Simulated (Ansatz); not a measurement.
Job for Ansatz (a first-principles code): R-B3LYP/def2-TZVPPD on CH6FGaO (a complex). Files ending in .json are basis or fitting sets from the Basis Set Exchange.

Ansatz 0.2 input:
```yaml
crystal:
  periodic: [false, false, false]
  atoms:
    - {symbol: C, position_ang: [-0.81961779, -0.59600906, 2.46606368]}
    - {symbol: O, position_ang: [0.30629081, 0.09500580, 1.93705396]}
    - {symbol: Ga, position_ang: [0.60977218, 0.39946948, 0.17661847]}
    - {symbol: H, position_ang: [-1.49901563, -0.92624417, 1.67507676]}
    - {symbol: H, position_ang: [-0.47995652, -1.47015689, 3.02537897]}
    - {symbol: H, position_ang: [-1.36446284, 0.06328739, 3.14486741]}
    - {symbol: H, position_ang: [-0.50086895, -0.17494581, -0.75500837]}
    - {symbol: H, position_ang: [1.92416496, 1.17865520, -0.07774270]}
    - {symbol: F, position_ang: [1.92069771, 0.89780426, 3.73871002]}
    - {symbol: H, position_ang: [1.31767754, 0.59818720, 3.05958892]}
basis:
  gaussian:
    orbitals: def2-TZVPPD.json
hamiltonian:
  xc: {name: B3LYP}
scf: {lower_state_search: off}
```

The head of its log:

```
WARN ansatz: RAYON_NUM_THREADS=1 ignored (pool sized by the plan → 1); use --threads N
Functional definition: B3LYP
these checks for a lower state are left out or cut short: stability, starts, cluster_reference, orbital_swaps, neighbouring_geometries, increment
integrals: 0.23 GiB planned
1328 factors; their error is unknown
mean field: 1.83 GiB planned
mean field evaluation 1: about -58273.2822 eV, gradient 7.0e1 eV
mean field evaluation 2: about -58236.9398 eV, gradient 1.5e2 eV
```

Problem. What total energy does the run end on?

Solution. -2141.8090 hartree.
